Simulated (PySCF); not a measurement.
HgCl, SMILES [Cl][Hg+], charge +1.

Geometry: B3LYP-D3(BJ)/def2-TZVPD. The multiplicity is an assumed one; other spin states were not compared. The def2 effective core potentials stand for the cores of Hg; spin–orbit coupling is left out.

Two levels are set side by side: PBE/def2-TZVPD (PySCF) and B3LYP/def2-TZVPD (PySCF). Same geometry, gas phase. Differences are taken from unrounded values.

```csv
quantity,PBE
orbital gap (eV),1.32
highest occupied level (eV),-13.85
lowest empty level (eV),-12.53
mean polarisability (bohr³),36.6
```

These are the PBE values. What does B3LYP give? (The exact figures need the calculation; the answer reports its results.)


| quantity | B3LYP | PBE minus B3LYP |
|---|---|---|
| orbital gap (eV) | 3.01 | -1.69 |
| highest occupied level (eV) | -14.92 | 1.07 |
| lowest empty level (eV) | -11.91 | -0.62 |
| mean polarisability (bohr³) | 36.7 | -0.1 |

Without exact exchange PBE keeps part of each electron's self-repulsion, which lifts occupied levels and narrows the gap. Differences between two approximate levels are no errors against the true value.

Rough cost on one machine, each run with all the roots and properties that it gave: B3LYP against PBE within a factor of 2.
